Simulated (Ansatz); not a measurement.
Species: CH$_{3}$AlI, SMILES `[CH3][Al][I]` (charge 0, multiplicity 2), formula CH3AlI.

Task: How many basis functions does frozen-core CCSD(T)/def2-TZVPP // B3LYP-D3(BJ)/def2-TZVP run with Ansatz (a quantum-chemistry and plane-wave program) use, how many core orbitals are frozen, and how many electrons are correlated?

Result: 165 basis functions and 10 frozen orbitals, which leaves 27 correlated electrons (filled d shells below the valence shell are correlated). Core time is of the order of minutes.
